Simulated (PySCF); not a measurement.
An unknown is described by computed data only.

Formula: C5H11NSi.

* UV, first state: lowest singlet excitation: 5.21 eV (238 nm, f = 0.059) [TDDFT B3LYP/def2-SVPD]
* Dipole: 1.86 D [B3LYP/def2-SVPD]
* Triplet: lowest triplet excitation (Tamm–Dancoff): 4.17 eV [TDA B3LYP/def2-SVPD]
* 13C NMR: chemical shifts (computed TMS as zero) by class: 145.7 (1 C), 134.5 (1 C), 61.8 (1 C), 58.1 (1 C), 16.8 (1 C) ppm [GIAO PBE0/pcSseg-1]
* NMR, other nuclei: isotropic shieldings of nuclei other than C and H, by class: 217 (1 N), 429 (1 Si) ppm [GIAO PBE0/pcSseg-1]
* Rotational structure: rotational constants A, B, C: 4.198, 1.416, 1.252 GHz [GFN2-xTB]
* 1H NMR: chemical shifts (computed TMS as zero) by class: 5.85 (1 H), 3.90 (1 H), 3.80 (1 H), 3.76 (3 H), 3.61 (1 H), 1.92 (3 H), 1.38 (1 H) ppm [GIAO PBE0/pcSseg-1]

The electronic properties come from PySCF, for the isolated species, density fitting. Levels stand in brackets. Isolated species at its GFN2-xTB geometry (one conformer only). Each NMR value is the plain mean over a class of atoms that symmetry, rotation or inversion makes alike.

Problem. Give a SMILES that accounts for the data.

Solution. Numbering: `[CH3:1][C:2]1=[CH:3][C@@H:4]([SiH3:5])[NH:6][CH2:7]1`. Its formula, C5H11NSi, gives 2 degrees of unsaturation: 1 ring and 1 π bond in the structure found. 5 carbons fall into 5 classes; from least to most shielded: fully substituted alkene carbon [C2] (145.7 ppm), alkene CH carbon [C3] (134.5 ppm), ring sp3 carbon bound to nitrogen [C7] (61.8 ppm), ring sp3 carbon bound to nitrogen [C4] (58.1 ppm), allylic carbon [C1] (16.8 ppm). Hydrogen classes from least to most shielded: 1 H on an alkene CH carbon, C3 (5.85 ppm), 1 H on an sp3 carbon bound to nitrogen, C7 (3.90 ppm), 1 H on an sp3 carbon bound to nitrogen, C4 (3.80 ppm), 3 H on an SiH3 silicon, Si5 (3.76 ppm), 1 H on an sp3 carbon bound to nitrogen, C7 (3.61 ppm), 3 H on an allylic carbon, C1 (1.92 ppm, a mean of values up to 0.5 ppm apart in this geometry), 1 H on a secondary amine nitrogen, N6 (1.38 ppm). The other shieldings belong to: 217 ppm, secondary amine nitrogen [N6]; 429 ppm, SiH3 silicon [Si5]. The optimised geometry has point group C1 and is an asymmetric top. Structure: `N1CC(=C[C@H]1[SiH3])C`. Computed isomers that give other values at the same levels: `[H]/N=C/[SiH2]C1CCC1` (13C chemical shifts (computed TMS as zero) by class: 191.0 (1 C), 23.6 (2 C), 20.5 (1 C), 13.8 (1 C) ppm); `C=N[SiH2]CC(=C)C` (13C chemical shifts (computed TMS as zero) by class: 171.0 (1 C), 149.5 (1 C), 116.0 (1 C), 30.4 (1 C), 27.1 (1 C) ppm); `C=C[C@@H]1CC[SiH2]N1` (13C chemical shifts (computed TMS as zero) by class: 152.6 (1 C), 116.5 (1 C), 66.5 (1 C), 35.0 (1 C), 7.4 (1 C) ppm). The assignments are read from this structure; whether some other isomer fits the data as well wasn't checked. The mirror image fits equally.
